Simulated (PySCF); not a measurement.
C2H8N, SMILES CC[NH3+], charge +1. The structure is a stationary point at B3LYP-D3(BJ)/def2-SVP. The isomer is the one that the SMILES or the coordinates give; other isomers of the formula were not compared.

Calculation: B3LYP-D3(BJ)/def2-SVP (PySCF).

Harmonic wavenumbers (cm⁻¹): 230, 271, 377, 795, 830, 932, 938, 1017, 1183, 1218, 1344, 1390, 1418, 1466, 1468, 1485, 1490, 1621, 1628, 3042, 3093, 3126, 3145, 3160, 3382, 3464, 3472. Rotational constants (GHz): 29.39, 8.271, 7.316; symmetry number 1.

Task: Work out the zero-point energy and the ideal-gas rigid-rotor harmonic-oscillator thermochemistry at 298.15 K and 1 atm.

Result: ZPE = ½ Σ hcν = ½ × 46987 cm⁻¹ = 67.17 kcal/mol. H − E(el) = 70.59 kcal/mol. Entropy in cal/(mol K): translation 37.41, rotation 22.72, vibration 5.45, total 65.58. G − E(el) = 51.04 kcal/mol. Cp = 16.69 cal/(mol K).
